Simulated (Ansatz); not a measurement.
Total energies of Mg3Si from Ansatz at PBE-D4/def2-TZVP, gas phase (1 Eh = 27.2114 eV = 2625.5 kJ/mol). The reference geometry is relaxed at r2SCAN-D4/def2-TZVP.

```xyz
4

Mg   -2.101    0.893    1.081
Mg    1.586   -0.922   -1.882
Mg    0.932    0.053    1.402
Si   -0.417   -0.024   -0.601
```

| state | geometry | energy (Eh) |
| --- | --- | --- |
| charge 0 singlet | reference | -889.16999 |
| charge 1 doublet | reference | -888.95602 |
| charge 0 triplet | relaxed at r2SCAN-D4/def2-TZVP | -889.17738 |
| charge 0 quintet | relaxed at r2SCAN-D4/def2-TZVP | -889.14811 |
| free Mg atom (singlet) | – | -199.94297 |
| free Si atom (triplet) | – | -289.22285 |

(1) Work out the vertical ionisation energy to the doublet.

(2) Which of the charge 0 states is lowest, and how far above it are the others?

(3) What is the binding energy per atom against free atoms?

(1) E(charge 1 doublet) − E(charge 0 singlet) = -888.95602 − (-889.16999) = 0.21397 Eh = 5.82 eV. For comparison, −ε of the highest occupied level is 3.79 eV at this level, 2.03 eV less.

(2) The triplet. singlet: -889.16999 − (-889.17738) = 0.00739 Eh = 19.4 kJ/mol; quintet: -889.14811 − (-889.17738) = 0.02927 Eh = 76.8 kJ/mol.

(3) Atoms: 3 × (-199.94297) + 1 × (-289.22285) = -889.05176 Eh. Binding: -889.05176 − (-889.16999) = 0.11823 Eh = 3.22 eV, or 0.80 eV for each of 4 atoms (no zero-point energy, no counterpoise term).

The structure comes from a short search, and lower isomers may exist.
